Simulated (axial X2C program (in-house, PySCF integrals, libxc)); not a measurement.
## Correcting the dissociation energy of KS⁺ for spin–orbit coupling

A spin-free CCSD(T) curve (one-electron X2C) was computed with an in-house relativistic program for diatomic molecules, basis K dyall-cv3z [11s12p6d3f], S dyall-av3z [9s8p3d2f] (cores contracted in-house), for the state M_S = 1, Λ = 0 (beyond evenly filled blocks: π+α, π-α). It gives D0 = 0.315 eV to K+ + S, which in a spin-free picture are the weighted means of the ground terms.

Correlated methods: 14 electrons correlated (number of frozen shells: K 2 s, 1 p; S 2 s, 1 p), 238 virtual spin orbitals or spinors in MP2, 90 natural virtuals in coupled cluster.

Measured levels of the ground terms (NIST Handbook of Basic Atomic Spectroscopic Data), in cm⁻¹: K+ 1S: J = 0 at 0; S 3P: J = 2 at 0, J = 1 at 396.1, J = 0 at 573.6.

The molecular state has Λ = 0, so it has no first-order lowering.

Task: How far does each ground level lie under the (2J+1)-weighted mean of its term?

Result: K+: a single level, 0; S: (5 × 0 + 3 × 396.1 + 1 × 573.6)/9 = 196 cm⁻¹.

Task: Correct D0.

Result: D0 = 0.315 + (0 − 196)/8065.5 = 0.291 eV at CCSD(T) with these spin–orbit terms. The direct two-component run gives 0.293 eV; the difference holds second-order terms in the molecule, scalar two-electron terms, the gap between measured and computed atomic splittings (a 2c atom can miss part of its lowering) and, in coupled cluster, the truncation of each run.

Second-order spin–orbit effects in the molecule, which grow quickly with Z, are left out. The state is one determinant whose occupation by symmetry is held fixed; it was picked as the lowest of a PBE0 search that is not exhaustive. De is counted from the lowest determinant-based energies of the atoms at the same level, without counterpoise correction. CCSD and (T) use frozen natural virtuals with an MP2 correction for the truncation; (T) itself is uncorrected, so its De runs slightly low. PBE0 can misorder states that lie within some tenths of an eV, so this need not be the ground state of the molecule. The nearest other spin-free determinant of the search, M_S = 1, Λ = 1, lies 0.42 eV up at the distance of the search.
